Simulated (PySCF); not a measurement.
C2H3O2, SMILES O=[C]OC, multiplicity 2.

Coordinates come from a PBE0-D3(BJ)/def2-SVP optimisation. The isomer is the one that the SMILES or the coordinates give; other isomers of the formula were not compared. One conformer was computed; it need not be the lowest.

Computed with PBE0-D3(BJ)/def2-SVP run with PySCF.

No scaling factor is applied to the harmonic values.

Computed normal modes with their intensities:
```
mode  ν (cm⁻¹)  IR (km/mol)  moving atoms (share of kinetic energy)
----  --------  -----------  --------------------------------------
1           88          0.1                                  H 92 %
2          273          9.7                  O 48 %, C 33 %, H 20 %
3          395          5.4                          C 58 %, O 36 %
4          777          3.8                  O 56 %, C 32 %, H 12 %
5          959         28.8                          C 58 %, O 35 %
6         1155          0.6                          H 77 %, C 18 %
7         1178         16.6                   H 61 %, C 31 %, O 8 %
8         1242        173.5                  O 50 %, C 39 %, H 12 %
9         1447          2.3                          H 83 %, C 11 %
10        1458         12.3                                  H 96 %
11        1465         12.8                                  H 96 %
12        1934        329.5                          C 61 %, O 38 %
13        3074         13.9                                  H 98 %
14        3180          8.9                          H 90 %, C 10 %
15        3222          3.6                          H 90 %, C 10 %
```
